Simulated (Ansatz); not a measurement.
`C[CH2][Zn][NH2]` + `[SH][AlH][SH]` → `C[CH2][ZnH]` + `[NH2][Al]([SH])[SH]`  (redistribution)

Program: Ansatz. Geometries: PBE0-D4/def2-TZVP. ΔE: electronic, gas phase. CCSD(T)/CBS adds triple-zeta CCSD(T) − MP2 to the extrapolated MP2 energy (def2 sets, frozen cores). This one scheme is used for every species. Functionals use def2-TZVPP. For Zn outer-core shells are correlated without core-valence functions, which leaves a few kJ/mol of doubt a bond. Scalar relativity is left out up to krypton. One conformer a species, not always the lowest.

CCSD(T)/CBS gives -15.0 kcal/mol.

(1) Another level gave -15.2 kcal/mol. Which?
A. HF/def2-TZVPP
B. revPBE/def2-TZVPP
C. MP2/def2-TZVPP
D. r2SCAN-D4/def2-TZVPP

Largest T1 diagnostic among the species: 0.014.

## Answers

(1) C. MP2/def2-TZVPP -15.2, r2SCAN-D4 -16.3, revPBE -13.9, HF/def2-TZVPP -18.1 kcal/mol.

Leaving LDA and LC-ωPBE aside and taking each functional with its dispersion term where it has one, the values, not all of them listed here, spread over 3.0 kcal/mol, from BHLYP-D4 to PBE-D4. The D4 term adds −1.1 kcal/mol with B3LYP and −0.6 kcal/mol with PBE0; it sums over pairs of atoms, weighted by their polarisabilities, and B3LYP, whose exchange is more repulsive, gets the larger term. From PBE to PBE0 (25 % exact exchange), in def2-TZVPP and without D4, ΔE moves by −1.3 kcal/mol.

B3LYP here is the variant with VWN-RPA as its local correlation; programs differ in this.
